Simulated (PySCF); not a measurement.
# Where the electron goes

C2H7F3N2Si.
Z-matrix (Å and degrees, PBE0-D3(BJ)/def2-SVP geometry), rows numbered from 1:
```
N 
Si  1  1.7192
N   2  1.7392  1  107.47
C   3  1.4287  2  125.13  1  -152.66
C   4  1.5152  3  113.64  2   -85.65
F   5  1.3370  4  111.35  3    61.70
F   5  1.3379  4  111.44  3   -58.06
F   5  1.3367  4  111.16  3  -178.16
H   1  1.0122  2  120.70  3  -145.71
H   1  1.0128  2  122.47  3    60.35
H   2  1.4963  1  103.99  3   124.92
H   2  1.4999  1  118.02  3  -115.20
H   3  1.0149  2  117.40  1    50.12
H   4  1.1021  3  110.38  2    33.86
H   4  1.1034  3  112.18  2   153.03
```

Level of theory: TDDFT CAM-B3LYP/def2-SVPD, vertical, gas phase, core orbitals frozen in the response (PySCF 2.14.0, density-fitted response routines).

Frontier orbitals with the atoms that hold most of them (Löwdin shares over 4%, at most four atoms; ? is withheld):

| orbital | ε (eV) | atoms |
| --- | --- | --- |
| LUMO+2 | 1.96 | Si2 16%, H13 14%, H11 10%, F8 9% |
| LUMO+1 | 1.38 | C4 16%, C5 12%, H15 10%, Si2 7% |
| LUMO | 1.01 | ? |
| HOMO | -8.77 | ? |
| HOMO-1 | -9.17 | N1 57%, Si2 12%, N3 10%, H9 6% |
| HOMO-2 | -11.12 | Si2 33%, H11 22%, H12 17%, N1 11% |
| HOMO-3 | -11.98 | N3 26%, Si2 16%, C4 16%, H14 8% |

Q: Give the leading atoms of the LUMO.

A: Si2 (bonded to 2 N and 2 H) 38%; H9 (bonded to N) 13%; H10 (bonded to N) 12%; N1 (bonded to Si and 2 H) 12%. By element: silicon 38%, hydrogen 26% or more, nitrogen 12% or more.

Q: Give the leading atoms of the HOMO.

A: N3 (bonded to C, Si and H) 48%; Si2 (bonded to 2 N and 2 H) 11%; C4 (bonded to C, N and 2 H) 8%; N1 (bonded to Si and 2 H) 8%. By element: nitrogen 56%, silicon 11%, carbon 8% or more.

Q: How does S1 compare with the orbital gap of 9.78 eV?

A: S1 is at 6.62 eV (f = 0.033), 3.16 eV below the gap, made of HOMO-1→LUMO (49%), HOMO→LUMO (38%). Its leading pair isn't HOMO and LUMO; the energies of that pair differ by 10.18 eV. 

Next come S2 at 6.81 eV (f 0.015), HOMO→LUMO+1 (39%), HOMO-1→LUMO (23%), HOMO→LUMO (20%); S3 at 7.23 eV (f 0.014), HOMO→LUMO+1 (37%), HOMO→LUMO (29%), HOMO-1→LUMO (16%); S4 at 7.69 eV (f 0.012), HOMO→LUMO+4 (34%), HOMO-1→LUMO+1 (30%), HOMO-1→LUMO+2 (12%); S5 at 7.81 eV (f 0.050), HOMO→LUMO+2 (57%), HOMO→LUMO+4 (12%), HOMO→LUMO+1 (10%).

Löwdin shares depend on the basis, the more so with diffuse functions.

One conformer stands for the species.
